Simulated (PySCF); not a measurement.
Question: What does the PBE0-D3(BJ)/def2-SVP structure of `C=C(F)/C(F)=C\C` look like in three dimensions?

Answer: 
Z-matrix in Å and degrees, rows numbered from 1:
```
C 
C   1  1.3339
F   2  1.3358  1  120.16
C   2  1.4634  1  125.05  3   179.97
F   4  1.3428  2  111.07  1     0.08
C   4  1.3395  2  130.68  1   179.83
C   6  1.4894  4  129.79  2     0.42
H   1  1.0880  2  119.82  3  -179.74
H   1  1.0904  2  120.07  3     0.15
H   6  1.0959  4  113.41  2  -179.80
H   7  1.1027  6  110.04  4   121.01
H   7  1.1026  6  110.16  4  -122.16
H   7  1.0941  6  113.23  4    -0.49
```

Of the pairs four or more bonds apart, F3···H13 is among the closest relative to their van der Waals radii: 2.21 Å, 83 % of the sum of Bondi's values. The 7 heavy atoms lie in one plane (0.001 Å rms). The 4 C–C bonds span 1.334 Å (C1=C2, drawn double) to 1.489 Å (C6–C7, drawn single), a spread of 0.155 Å.

Computed, not measured: PySCF, PBE0-D3(BJ)/def2-SVP geometry optimisation, gas phase.

Point group: Cs (tolerance 0.08 Å). No PBE0-D3(BJ)/def2-SVP frequencies stand behind this structure, so it isn't proved a minimum. One conformer, not necessarily the lowest (C1–C2–C4–F5 0°).

The run took 61 s of wall time on an Arm Neoverse V2 with one thread, shared host with 96 logical CPUs at a one-minute load of 50, and the process peaked at 0.71 GiB of memory. These figures are those of the optimisation.
